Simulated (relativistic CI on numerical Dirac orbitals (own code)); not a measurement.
# V⁺: resonant inelastic scattering at the M2,3 edge

Computed with this model: Dirac-Coulomb-Breit CI, KLI orbitals optimised for each configuration, model QED, valence Slater integrals scaled by 0.7, Kramers-Heisenberg scattering through one core-hole configuration in a parametric crystal field; configurations [Ar] 3d4 → [Ne] 3s2 3p5 3d5; 300 K; core-hole width 0.48 eV; summed over polarisations. Incident energies are the highest absorption maxima for each field (at most a few, so the weaker spin-orbit partner edge can be absent), on the computed scale of the free ion. Intensities are in per cent of the strongest line above 0.02 eV; levels within 1 cm⁻¹ are merged; final levels count from the ground level, the first row holds all elastic scattering, lines under 0.4 are left out and each table stops after 24 rows. The scale of the Slater integrals is a model choice and moves the terms in proportion.

Field parameters in Wybourne normalisation: Oh B⁴₀ = 21Dq, B⁴₄ = √(5/14) B⁴₀. The field is a parameter set, without covalency.

S is read from ⟨S²⟩ = S(S + 1).

Oh, 10Dq = 2400 cm⁻¹:

| Final level (eV) | Degeneracy | Irrep | S | 42.7 eV | 48.3 eV |
| --- | --- | --- | --- | --- | --- |
| 0.000 | 1 | A1 | 2.00 | 331.9 | 180.7 |
| 0.000 | 3 | T1 | 2.00 | 13.4 | 33.5 |
| 0.001 | 2 | E | 2.00 | 9.2 | 34.8 |
| 0.001 | 3 | T2 | 2.00 | 8.9 | 21.6 |
| 0.002 | 1 | A2 | 2.00 | 2.9 | 18.3 |
| 0.292 | 3 | T2 | 2.00 | 46.6 | 100.0 |
| 0.292 | 3 | T1 | 2.00 | 43.1 | 90.4 |
| 0.292 | 1 | A1 | 2.00 | 12.9 | 26.1 |
| 0.303 | 3 | T1 | 2.00 | 45.0 | 90.9 |
| 0.303 | 2 | E | 2.00 | 28.6 | 56.8 |
| 0.310 | 3 | T2 | 2.00 | 42.2 | 79.8 |
| 2.395 | 3 |  | 1.00 | 0.0 | 0.4 |
| 3.901 | 3 |  | 1.00 | 0.0 | 0.5 |

Oh, 10Dq = 5350 cm⁻¹:

| Final level (eV) | Degeneracy | Irrep | S | 42.8 eV | 48.6 eV |
| --- | --- | --- | --- | --- | --- |
| 0.000 | 1 | A1 | 2.00 | 201.2 | 90.6 |
| 0.000 | 3 | T1 | 2.00 | 8.6 | 16.2 |
| 0.001 | 2 | E | 2.00 | 9.4 | 16.7 |
| 0.001 | 3 | T2 | 2.00 | 11.4 | 10.9 |
| 0.001 | 1 | A2 | 2.00 | 4.7 | 8.6 |
| 0.657 | 7 |  | 2.00 | 40.2 | 100.0 |
| 0.668 | 5 | E+T1 | 2.00 | 27.6 | 81.5 |
| 0.675 | 3 | T2 | 2.00 | 15.5 | 50.6 |

For the first field the strongest loss at the lowest incident energy is the level at 0.29 eV (S = 2.00, against 2.00 in the thermal ground state).
